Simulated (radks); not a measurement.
The numbers below are computed, except where a source is named.
Problem. Tl3+, 78 electrons, occupied as [Xe] 4f14 5d10 (the NIST ground configuration). Code: a radial shooting solver on a logarithmic mesh with Libxc functionals. Model: Dirac Kohn-Sham, PBE, spin-unpolarised, spherical densities, finite nucleus; Fermi nuclear charge, rms radius 5.4759 fm. Some entries of the table are withheld. Estimate them.

orbital,occ.,eigenvalue (eV),<1/r> (bohr^-1),r(max) (bohr)
1s1/2,2,-85462.38,99.36,0.01003
2s1/2,2,-15228.78,24.52,(1)
2p1/2,2,-14624.82,24.49,0.04279
2p3/2,4,-12559.38,19.69,0.05039
3s1/2,2,-3656.969,8.998,0.1642
3p1/2,2,-3383.339,8.912,0.1530
3p3/2,4,-2924.172,7.658,0.1684
3d3/2,4,-2470.671,7.558,(2)
3d5/2,6,-2372.602,7.276,(3)
4s1/2,2,-838.9426,3.817,0.3695
4p1/2,2,-720.8070,3.708,0.3672
4p3/2,4,-609.1750,3.274,0.3985
4d3/2,4,-415.9061,3.075,0.3903
4d5/2,6,-395.0748,2.976,0.3998
5s1/2,2,-159.8805,1.570,0.8093
4f5/2,6,(4),2.625,0.3558
4f7/2,8,(5),2.587,0.3603
5p1/2,2,-120.2226,1.446,0.8506
5p3/2,4,-100.0054,1.287,0.9287
5d3/2,4,-45.6883,0.9956,1.093
5d5/2,6,-43.3809,0.9594,1.126

Solution. 
(1) 2s1/2 r(max) (bohr): 0.05837
(2) 3d3/2 r(max) (bohr): 0.1309
(3) 3d5/2 r(max) (bohr): 0.1351
(4) 4f5/2 eigenvalue (eV): -145.6245
(5) 4f7/2 eigenvalue (eV): -141.0248
